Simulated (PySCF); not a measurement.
Match the calculated data to a structure.

All candidates are C5H6N2.

| technique | computed result |
| --- | --- |
| Polarisability | 69.3 au [PBE0/def2-SVPD] |
| UV, strongest line | among the 8 lowest singlet transitions: S2 at 5.92 eV (209 nm, f = 0.252) [TDDFT PBE0/def2-SVPD] |
| UV, first state | lowest singlet excitation: 4.56 eV (272 nm, f = 0.006) [TDDFT PBE0/def2-SVPD] |
| Rotational structure | rotational constants A, B, C: 7.691, 1.850, 1.538 GHz [GFN2-xTB] |
| Dipole | 3.98 D [PBE0/def2-SVPD] |
| Triplet | lowest triplet excitation (Tamm–Dancoff): 3.53 eV [TDA PBE0/def2-SVPD] |

Electronic properties: PySCF, gas phase, density fitting. Levels stand in brackets. The structure is a single GFN2-xTB conformer in the gas phase; no vibrational or solvent corrections.

Problem. Which candidate is it?
A. `N#CC1=CCNC1`
B. `N#CCCCC#N`
C. `Cc1cncnc1`

Solution. A. It is `N#CC1=CCNC1`. Numbering: `[N:1]#[C:2][C:3]1=[CH:4][CH2:5][NH:6][CH2:7]1`. Its formula, C5H6N2, gives 4 degrees of unsaturation: 1 ring and 3 π bonds in the structure found. S1 is mainly HOMO→LUMO (weight 0.97); the largest Löwdin shares of the orbital it empties are 0.55 on the secondary amine nitrogen, 0.09 on each of 2 atoms of one kind (sp3 carbon bound to nitrogen) and 0.05 on the N–H hydrogen, of the orbital it fills 0.31 on the alkene CH carbon, 0.22 on the fully substituted alkene carbon, 0.17 on the nitrile nitrogen and 0.13 on the nitrile carbon. The optimised geometry has point group C1 and is an asymmetric top.

The others, at the same levels:
- `Cc1cncnc1` fails: its computed lowest singlet excitation is 4.28 eV (290 nm, f = 0.005) (against 4.56 eV), lowest triplet excitation (Tamm–Dancoff) is 3.75 eV (against 3.53 eV) and rotational constant A is 5.992 GHz (against 7.691 GHz).
- `N#CCCCC#N` fails: its computed lowest singlet excitation is 7.84 eV (158 nm, f = 0.000) (against 4.56 eV), lowest triplet excitation (Tamm–Dancoff) is 6.47 eV (against 3.53 eV) and static isotropic polarisability is 63.7 au (against 69.3 au).

Each candidate is one conformer, not necessarily the lowest. Dipoles, sizes and rotational constants follow the conformer. The torsions of the flexible species, by atom-mapped SMILES:
- `[N:1]#[C:2][CH2:3][CH2:4][CH2:5][C:6]#[N:7]`: C2–C3–C4–C5 64°, C3–C4–C5–C6 62°

The conformers of `N#CC1=CCNC1` aren't listed.
